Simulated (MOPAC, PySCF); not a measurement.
C$_{6}$H$_{15}$In, SMILES `C[CH2][In]([CH2]C)[CH2]C`, neutral singlet in the gas phase. 

Cartesian coordinates (Å):
SMILES: C[CH2][In]([CH2]C)[CH2]C
```xyz
22

C      2.8633    -1.3288     0.1808
C      1.3789    -1.6874     0.1540
In    -0.0002    -0.0010    -0.0073
C     -2.1559    -0.3518    -0.0478
C     -2.5917    -1.8126     0.0465
C      0.7775     2.0367    -0.1297
C     -0.2722     3.1434    -0.2064
H      3.1133    -0.6746     1.0311
H      3.5075    -2.2209     0.2627
H      3.1737    -0.7926    -0.7301
H      1.0967    -2.2503     1.0598
H      1.1567    -2.3678    -0.6856
H     -2.5952     0.2405     0.7726
H     -2.5410     0.1115    -0.9721
H     -2.2442    -2.2864     0.9783
H     -2.1890    -2.4166    -0.7822
H     -3.6892    -1.9240     0.0203
H      1.4475     2.0732    -1.0055
H      1.4383     2.1844     0.7413
H      0.1823     4.1470    -0.2694
H     -0.9245     3.0317    -1.0870
H     -0.9325     3.1462     0.6755
```
Charge 0, multiplicity 1.

All levels are single points at this geometry (CAM-B3LYP-D3(BJ)/def2-SVP); Pople sets use spherical d functions. Orbital energies aren't observables, and empty levels follow the basis.

HF/6-31G* (LANL2DZ on In) in PySCF gives gap (eV) = 10.71.

**Question.** Estimate the gap (eV) from each of these levels: CAM-B3LYP-D3(BJ)/def2-TZVP in PySCF; PBE-D3(BJ)/def2-TZVP in PySCF; TPSSh-D3(BJ)/def2-TZVP in PySCF; B3LYP/6-311+G** (LANL2DZ on In) in PySCF; B3LYP/6-31G* (LANL2DZ on In) in PySCF; B3LYP/LANL2DZ in PySCF; BP86/6-31G* (LANL2DZ on In) in PySCF; PBE/6-31G* (LANL2DZ on In) in PySCF; SVWN5/6-31G* (LANL2DZ on In) in PySCF; AM1 in MOPAC; PM6 in MOPAC; PM7 in MOPAC.

**Answer.** 
```csv
level,gap (eV)
CAM-B3LYP-D3(BJ)/def2-TZVP in PySCF,7.60
PBE-D3(BJ)/def2-TZVP in PySCF,3.71
TPSSh-D3(BJ)/def2-TZVP in PySCF,4.65
B3LYP/6-311+G** (LANL2DZ on In) in PySCF,5.30
B3LYP/6-31G* (LANL2DZ on In) in PySCF,5.19
B3LYP/LANL2DZ in PySCF,5.24
BP86/6-31G* (LANL2DZ on In) in PySCF,3.80
PBE/6-31G* (LANL2DZ on In) in PySCF,3.71
SVWN5/6-31G* (LANL2DZ on In) in PySCF,3.63
AM1 in MOPAC,8.12
PM6 in MOPAC,11.56
PM7 in MOPAC,10.74
```
